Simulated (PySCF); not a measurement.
# What settings do to a single point of [Ce(NH)Cl]+

The sound run of [Ce(NH)Cl]+ (singlet) uses PySCF 2.14.0, RKS TPSS, Ce lcecp-2-SVP with ECP46, N def2-SVP, H def2-SVP, Cl def2-SVP; non-relativistic Hamiltonian with scalar-relativistic core potentials where named; density fitting; no spin-orbit coupling, grid (50, 194), threshold 1e-8 Eh and 55 cycles, at the relaxed geometry:

```xyz
4

Ce    0.3163    0.0000   -0.6382
N     1.8556    0.0000    0.4534
H     2.5939    0.0000    1.1736
Cl   -1.5152    0.0000    1.0198
```

There Ce1 has a Mulliken charge of 1.29 e and the dipole about the centre of mass is 5.36 D. Each run below changes one thing and starts from free metal ions and neutral atoms unless it says otherwise; with 55 cycles, smearing, a level shift and second-order steps follow where DIIS fails, and their cycles count. Energy shifts count from the sound run. On f atoms grids over 110 angular points are at least (60, 302).

```tsv
change	outcome	cycles	energy shift (eV)	largest force component (eV/Å)	charge on Ce1 (e)	dipole about the centre of mass (D)
N2 put 1.1 Å from Ce1, limit 100 cycles	converged	33	51.54	198.92	0.91	5.27
threshold 1e-06	converged	13	0.0000	0.01	1.29	5.36
charge changed by +4, spin kept, limit 80 cycles	not converged	53	–	–	–	–
```

(1) One further run converged with energy shift (eV) 0.0118, largest force component (eV/Å) 0.07, charge on Ce1 (e) 1.29, dipole about the centre of mass (D) 5.34. Which change was it?
A. grid (30, 86)
B. all coordinates × 0.94
C. start from a density of up to 30 smeared cycles (not counted)

(2) And the other changes listed?

Unsound on purpose, so not properties of the compound: N2 put 1.1 Å from Ce1, limit 100 cycles.

Forces carry noise of the integration grid, about 0.01 to 0.03 eV/Å.

No frequency check is given that shows the relaxed geometry to be a minimum.

Answers

(1) A.

(2) 
```
                                                       change    outcome  cycles  energy shift (eV)  largest force component (eV/Å)  charge on Ce1 (e)  dipole about the centre of mass (D)
                                       all coordinates × 0.94  converged      13               0.61                            5.77               1.20                                 4.75
start from a density of up to 30 smeared cycles (not counted)  converged       8             0.0000                            0.01               1.29                                 5.36
```
